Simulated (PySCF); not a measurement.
# Working out the excitation energy of S

S [Ne] 3s2 3p4 (3P) → S [Ne] 3s2 3p3 3d1 (5D). Computed with PySCF 2.14 in aug-cc-pV(T+d)Z, with no relativity, point nucleus. Frozen: [Ne]. Energies in hartree (1 hartree = 27.21139 eV):

```
             part    S (lower)    S (upper)
              UHF  -397.509982  -397.194619
MP2 opposite-spin    -0.091205    -0.067877
    MP2 same-spin    -0.027538    -0.030864
```

Q: What does Hartree-Fock give?

A: (-397.194619) − (-397.509982) = 0.315363 hartree = 8.581 eV.

Q: What do MP2 and SCS-MP2 (6/5 opposite-spin, 1/3 same-spin) give?

A: The opposite-spin parts differ by 0.635 eV and the same-spin parts by -0.091 eV. MP2: 8.581 + (0.635) + (-0.091) = 9.125 eV. SCS-MP2: 8.581 + 1.2 × (0.635) + (-0.091)/3 = 9.313 eV.

Measured between the centres of the two terms (NIST): 8.392 eV, so MP2 (valence) is off by 0.733 eV.

What remains against the reference includes basis incompleteness, the frozen core and correlation beyond second order.
